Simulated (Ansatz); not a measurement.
Mulliken charges of CH3ClSiTe (`Cl[SiH]1C[Te]1`) from ωB97M-V/def2-TZVPP in Ansatz (PBE0-D4/def2-TZVP geometry).

| atom | x (Å) | y (Å) | z (Å) | charge (e) |
| --- | --- | --- | --- | --- |
| Cl1 | 0.614 | -1.842 | -1.646 | -0.182 |
| Si2 | -0.134 | -0.864 | -0.020 | 0.314 |
| C3 | -0.043 | 0.964 | -0.010 | -0.436 |
| Te4 | 1.323 | 0.191 | 1.590 | -0.024 |
| H5 | -1.367 | -1.543 | 0.420 | -0.001 |
| H6 | 0.520 | 1.471 | -0.786 | 0.165 |
| H7 | -0.852 | 1.554 | 0.407 | 0.163 |

Question: By hand: the dipole of these point charges (1 e Å = 4.8032 D).

Answer: Σ q r = (-0.219, 0.137, 0.196) e Å, of length 0.324 e Å = 1.56 D.

Question: How does the dipole of the full density compare? (Estimate.)

Answer: Computed: (-0.227, 0.115, -0.030) e Å, 1.23 D; the point charges give 1.27 times that, at 44° from its direction.

Point charges leave out the atoms' own dipoles, such as those of lone pairs, and Mulliken's split depends on the basis, so the two needn't agree.
